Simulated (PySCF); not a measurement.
## InF and its ions

r²SCAN; In def2-TZVPPD with ECP28, F def2-TZVPPD; scalar-relativistic core potentials (PySCF 2.14). Neutral (UKS): singlet (closed shell), Re = 1.997 Å, ωe = 525 cm⁻¹, De = 5.61 eV, HOMO -6.80 eV, LUMO -2.05 eV.

InF⁺ (UKS): doublet (σ ↑), Re = 1.912 Å, ωe = 586 cm⁻¹, De = 1.40 eV to In⁺ + F. The energies at the minima are -290.11588 hartree for InF and -289.75167 for InF⁺.

**Question.** Work out the adiabatic ionisation energy, without and with harmonic zero-point energies (1 hartree = 27.2114 eV, 1 eV = 8065.5 cm⁻¹), and the change of the bond length.

**Answer.** At r²SCAN: 0.36421 hartree = 9.911 eV between the minima; the zero-point term (586.0 − 525.0)/2 cm⁻¹ = +0.004 eV makes it 9.914 eV. Re changes by -8.5 pm against the neutral. Minus the HOMO energy is 6.80 eV, -3.11 eV from the value between the minima; self-interaction puts the Kohn–Sham level too high, less so with exact exchange. The electron leaves a σ orbital; in so polar a molecule the change of length follows mostly from the change of the ionic charges.

InF⁻ (UKS): doublet (π ↑), Re = 2.077 Å, ωe = 421 cm⁻¹, De = 2.46 eV to In + F⁻. The energies at the minima are -290.11588 hartree for InF and -290.12219 for InF⁻.

**Question.** Work out the adiabatic electron affinity, without and with harmonic zero-point energies (1 hartree = 27.2114 eV, 1 eV = 8065.5 cm⁻¹), and the change of the bond length.

**Answer.** At r²SCAN: 0.00631 hartree = 0.172 eV between the minima; the zero-point term (525.0 − 421.0)/2 cm⁻¹ = +0.006 eV makes it 0.178 eV. Re changes by +8.0 pm against the neutral. The electron enters a π orbital; in so polar a molecule the change of length follows mostly from the change of the ionic charges.

These are scalar-relativistic numbers at best; spin–orbit coupling would shift them, the dissociation energy most. For an ion De counts to the pair picked by the measured ionisation energies or electron affinities, which need not be the lowest pair at this level. The highest Kohn–Sham level is positive in this anion. Much of that is self-interaction error, but it also means that the finite basis helps to hold the extra electron. States were picked by a PBE0 search and need not be the measured ground states.
